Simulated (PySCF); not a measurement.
# Sb²⁺ (antimony, charge +2) across methods

[Kr] 4d10 5s2 5d1, 2D determinant (an excited configuration). Computed with PySCF 2.14 in aug-cc-pwCVDZ-PP with ECP28MDF (6s5p4d1f, 48 functions), with scalar relativity through the core potential.

| method | E (hartree) | mean ε 5s α (eV) | mean ε 5s β (eV) | mean ε 5d α (eV) | Σ⟨r²⟩ (bohr²) | ⟨S²⟩ |
| --- | --- | --- | --- | --- | --- | --- |
| HSE06 | -238.8835 | -32.266 | -31.963 | -11.751 | 43.49 | 0.750 |
| UHF | -237.95573 | -34.651 | -34.303 | -12.884 | 44.81 | 0.750 |
| PBE | -238.8852 | -31.598 | -31.279 | -11.665 | 43.25 | 0.750 |
| LDA | -238.4939 | -32.104 | -31.775 | -11.521 | 43.21 | 0.750 |
| PBE0 | -238.8849 | -32.595 | -32.285 | -12.106 | 43.48 | 0.750 |
| M06-L | -239.0641 | -31.283 | -31.155 | -11.519 | 43.63 | 0.750 |
| r2SCAN | -238.9592 | -31.637 | -31.554 | -11.670 | 43.28 | 0.751 |
| PBEsol | -238.6234 | -31.705 | -31.365 | -11.594 | 43.22 | 0.750 |

Problem. Estimate the same row for BLYP.

Solution. E (hartree) = -238.8577; mean ε 5s α (eV) = -31.585; mean ε 5s β (eV) = -31.368; mean ε 5d α (eV) = -11.532; Σ⟨r²⟩ (bohr²) = 43.35; ⟨S²⟩ = 0.750.

Energies and moments cover only the electrons outside the core potential. The outer electron is Rydberg-like, and this basis confines it to a smaller radius and binds it less than a complete one would.
